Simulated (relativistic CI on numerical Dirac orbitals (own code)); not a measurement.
Computed by Dirac-Coulomb-Breit CI, separate exchange-only KLI orbitals for each configuration, QED by a radiative potential, unscaled Slater integrals (own radial code, finite nucleus).

Configuration list (outside the closed core [Ar]): 3d10 4s2, 3d10 4s 4p, 3d10 4p2, 3d10 4s 4d, 3d10 4d2, 3d10 4s 4f, 3d10 4p 4d, 3d10 4f2, 3d10 4p 4f, 3d10 4d 4f, 3d10 4s 5s, 3d10 4s 5p, 3d10 4s 5d, 3d10 4s 5f, 3d10 4s 5g, 3d10 4s 6s, 3d10 4s 6p, 3d10 4s 6d, 3d10 4s 6f, 3d10 4s 7s, 3d9 4s2 4p, 3d9 4s2 4d, 3d9 4s2 4f, 3d9 4s2 5s, 3d9 4s2 5p, 3d9 4s2 5d. Double excitations out of closed p, d and f shells are left out; levels of such configurations are missing from the list, as are those of other unlisted configurations, and high levels can miss mixing partners. These lack a partner that the ground configuration has and come out too high: 3d9 4s2 4p, 3d9 4s2 4d, 3d9 4s2 4f, 3d9 4s2 5s, 3d9 4s2 5p.

At this charge energies of transitions that change n are usually good to better than 1 %, and those within a shell (Δn = 0) to a few per cent.

Outline of the computed level scheme of Te XXIII. Lowest level of each configuration: 3d10 4s2 1S_0 at 0.000 eV; 3d10 4s 4p 3P°_0 at 42.048 eV; 3d10 4p2 3P_0 at 98.127 eV; 3d10 4s 4d 3D_1 at 140.149 eV; 3d10 4p 4d 3F°_2 at 184.570 eV; 3d10 4s 4f 3F°_2 at 229.936 eV; 3d10 4p 4f 1G_4 at 276.047 eV; 3d10 4d2 1G_4 at 284.395 eV.

Some strong electric-dipole decays among the lowest 45 levels: 3d10 4d2 3P_0 → 3d10 4p 4d 3D°_1 (2.6e+11 s⁻¹); 3d10 4s 4f 1F°_3 → 3d10 4s 4d 1D_2 (2.3e+11 s⁻¹); 3d10 4p 4f 3F_4 → 3d10 4p 4d 3D°_3 (2.1e+11 s⁻¹); 3d10 4p 4d 3D°_1 → 3d10 4p2 3P_0 (1.9e+11 s⁻¹); 3d10 4s 4d 1D_2 → 3d10 4s 4p 1P°_1 (1.9e+11 s⁻¹); 3d10 4d2 1D_2 → 3d10 4p 4d 3D°_1 (1.7e+11 s⁻¹); 3d10 4p 4d 3D°_3 → 3d10 4p2 1D_2 (1.7e+11 s⁻¹); 3d10 4s 4f 3F°_4 → 3d10 4s 4d 3D_3 (1.6e+11 s⁻¹).

LS names give the leading component of a level, which can be under half, so a name can repeat, a term be missing and a line seem to break the LS rules.
